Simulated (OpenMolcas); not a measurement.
Rh4+ with 6 ligands (fluoride) in octahedral coordination (Oh). A charge of +0.333 e stands 2.6 Å behind each ligand. Ligand basis ANO-RCC-VDZP.

- Program: OpenMolcas
- Method: CASSCF
- Basis: ANO-RCC-VDZP [6s5p3d1f]
- Scalar Hamiltonian: DKH2, point nucleus
- Active space: 5 electrons in 5 orbitals (4d)
- State averaging: 2S+1 = 6 even, 1 root; 2S+1 = 4 even, 24 roots; 2S+1 = 2 even, 75 roots
- Spin-orbit coupling: state interaction with AMFI integrals over the reference wave functions

All ligands move together. At R = 1.84 Å |10Dq| is 32624 cm-1, and at R = 1.96 Å it is 25054 cm-1.

A third run gives 28162 cm-1. What distance was it run at?

With a power law R^-n the two known points give n = -ln(25054 / 32624) / ln(1.96 / 1.84) = 4.18. Then R = 1.84 × (32624 / 28162)^(1/4.18) = 1.906 Å. The run was at 1.91 Å, so the estimate is off by -0.004 Å.

An orbital triplet at a regular site is open to Jahn-Teller coupling, which can distort the site and quench the lowest spin-orbit gaps and is left out. Without dynamic correlation the repulsion within the d shell is too large (B by tens of per cent), so at a given field states of lower spin stand too high. The least metal-like active orbital is 71 % on the metal (Löwdin) and no ligand orbital is active, so the numbers are rough. With metal d orbitals alone the field can be off either way by tens of per cent. Ligand-to-metal charge-transfer states are missing. With no ligand orbital active B as a rule stays too high, so bands that hang on it stand too high and its fall with covalency is understated. This shell can be high or low spin here, a state of another spin lies low, and with metal d orbitals alone active their balance is uncertain, so the ground spin may be wrong, although the usual error favours high spin (holds for R = 1.96). No measured value stands beside these numbers; the geometry is a model, was not optimised and need not be the one that this ion takes.
